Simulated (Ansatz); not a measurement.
Consider the cleavage of the Ge–Si bond: `C[SiH2][GeH2][OH]` + CH₃NH₂ → `C[NH][GeH2][OH]` + `C[SiH3]`.

Gas-phase electronic energies from Ansatz, PBE0-D4/def2-TZVP geometries. CCSD(T)/CBS is the MP2 limit (def2-TZVPP, def2-QZVPP) plus CCSD(T) − MP2 in def2-TZVPP, frozen cores. This one scheme is used for every species. DFT in def2-TZVPP. B3LYP here is the variant with VWN-RPA as its local correlation; programs differ in this. For Ge outer-core shells are correlated without core-valence functions, which leaves a few kJ/mol of doubt a bond. Scalar relativity is left out up to krypton. Each species was taken in one conformer, which may not be the lowest.

`C[SiH2][GeH2][OH]`:

Z-matrix (Å, degrees):
```
C
Si 1 1.873
H 1 1.092 2 110.7
H 1 1.092 2 111.0 3 -120.3
H 1 1.092 2 110.3 3 119.5
Ge 2 2.389 1 110.5 3 -63.4
H 2 1.491 1 110.5 3 177.5
H 2 1.491 1 111.1 3 58.0
O 6 1.797 2 108.9 1 -58.1
H 6 1.538 2 113.3 1 56.0
H 6 1.547 2 113.0 1 -179.2
H 9 0.960 6 112.0 2 -68.7
```

CH₃NH₂:

Z-matrix (Å, degrees):
```
C
N 1 1.453
H 1 1.092 2 109.4
H 1 1.100 2 115.4 3 -121.6
H 1 1.092 2 109.4 3 116.8
H 2 1.012 1 110.6 3 62.6
H 2 1.012 1 110.6 3 -179.3
```

`C[NH][GeH2][OH]`:

Cartesian coordinates in Å:
```
C -1.527 0.246 0.424
N -0.222 0.838 0.212
Ge 1.060 -0.022 -0.754
O 1.504 -1.635 -0.117
H -1.547 -0.536 1.194
H -2.256 1.013 0.700
H -1.877 -0.208 -0.507
H 0.111 1.356 1.010
H 2.296 0.896 -0.750
H 0.489 -0.359 -2.133
H 1.968 -1.590 0.722
```

`C[SiH3]`:

```xyz
8

C    -0.369   -0.745   -0.533
Si    0.330    0.667    0.477
H    -0.405   -1.663    0.057
H     0.248   -0.933   -1.415
H    -1.382   -0.516   -0.869
H    -0.510    0.919    1.679
H     0.377    1.917   -0.328
H     1.712    0.354    0.932
```

```
             level  ΔE (kJ/mol)  difference from CCSD(T)/CBS
            PBE-D4          6.0                         15.9
         r2SCAN-D4         -3.2                          6.7
           PBE0-D4          2.8                         12.7
          B3LYP-D4         -5.4                          4.5
           ωB97X-V         -9.5                          0.4
           ωB97M-V         -9.3                          0.6
            B2PLYP        -11.5                         -1.6
               PBE          5.8                         15.7
            r2SCAN         -3.4                          6.5
              PBE0          2.4                         12.3
             B3LYP         -5.6                          4.3
     HF/def2-TZVPP        -21.1                        -11.2
    MP2/def2-TZVPP        -17.9                         -8.0
SCS-MP2/def2-TZVPP        -19.8                         -9.9
   CCSD/def2-TZVPP        -13.0                         -3.1
CCSD(T)/def2-TZVPP        -12.7                         -2.8
     HF/def2-QZVPP        -21.7                        -11.8
    MP2/def2-QZVPP        -16.5                         -6.6
SCS-MP2/def2-QZVPP        -18.7                         -8.8
      HF/CBS(def2)        -21.8                        -11.9
     MP2/CBS(def2)        -15.2                         -5.3
    CCSD/CBS(def2)        -10.3                         -0.4
       CCSD(T)/CBS         -9.9                            0
```

Largest T1 diagnostic among the species: 0.012.

In def2-TZVPP, CCSD(T) changes the Hartree–Fock value by +8.5 kJ/mol (the triples alone add +0.4 kJ/mol) and MP2 by +3.2 kJ/mol. From PBE to PBE0 (25 % exact exchange), in def2-TZVPP and without D4, ΔE moves by −3.4 kJ/mol.
